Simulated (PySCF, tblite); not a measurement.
Isomers of C3H12N2SSi2, one GFN2-xTB conformer each. Single-point energies are computed at PBE0/pcSseg-1 (PySCF, gas phase, no added dispersion term), electronic only.

```csv
SMILES,GFN2-xTB relative energy (kJ/mol)
CN1CC[SiH2]S[Si@@H]1N,0.0
CS[Si@@H]1NCC[Si@H]1N,144.9
```

Conformers: `[CH3:1][N:2]1[CH2:3][CH2:4][SiH2:5][S:6][Si@@H:7]1[NH2:8]` with S6–Si7–N8–H 177° and 33°, C1–N2–C3–C4 85°, N2–C3–C4–Si5 60°, C3–C4–Si5–S6 6°, C4–Si5–S6–Si7 -43°; `[CH3:1][S:2][Si@@H:3]1[NH:4][CH2:5][CH2:6][Si@H:7]1[NH2:8]` with C1–S2–Si3–N4 -60°, C6–Si7–N8–H -56° and 168°, S2–Si3–N4–C5 -117°, Si3–N4–C5–C6 -29°, N4–C5–C6–Si7 43°, C5–C6–Si7–N8 -146°.

Task: What does PBE0/pcSseg-1 give for the same structures?

Result: 
| SMILES | PBE0/pcSseg-1 E (Eh) | PBE0/pcSseg-1 (kJ/mol) | GFN2-xTB (kJ/mol) | point group |
| --- | --- | --- | --- | --- |
| CN1CC[SiH2]S[Si@@H]1N | -1207.60770 | 0.0 | 0.0 | C1 |
| CS[Si@@H]1NCC[Si@H]1N | -1207.57219 | 93.2 | 144.9 | C1 |

Both levels put the same isomer lowest. As drawn, the higher has an Si–Si bond, which the lower lacks.

Task: Which frontier levels, dipoles and rotational constants go with these structures?

Result: 
```json
{"SMILES": "CN1CC[SiH2]S[Si@@H]1N", "HOMO (eV, PBE0/pcSseg-1)": "-6.43", "LUMO (eV)": "0.51", "dipole (D)": "2.67", "A, B, C (MHz)": "1479, 1223, 778.3"}
{"SMILES": "CS[Si@@H]1NCC[Si@H]1N", "HOMO (eV, PBE0/pcSseg-1)": "-6.30", "LUMO (eV)": "-0.04", "dipole (D)": "1.86", "A, B, C (MHz)": "1982, 769.9, 615.2"}
```

Task: What happens when harmonic zero-point energies from GFN2-xTB frequencies are added?

Result: 
| SMILES | ZPE (kJ/mol) | electronic (kJ/mol) | with ZPE (kJ/mol) |
| --- | --- | --- | --- |
| CN1CC[SiH2]S[Si@@H]1N | 398.9 | 0.0 | 0.0 |
| CS[Si@@H]1NCC[Si@H]1N | 400.2 | 93.2 | 94.6 |

The zero-point energies span 1.3 kJ/mol. The order is unchanged.
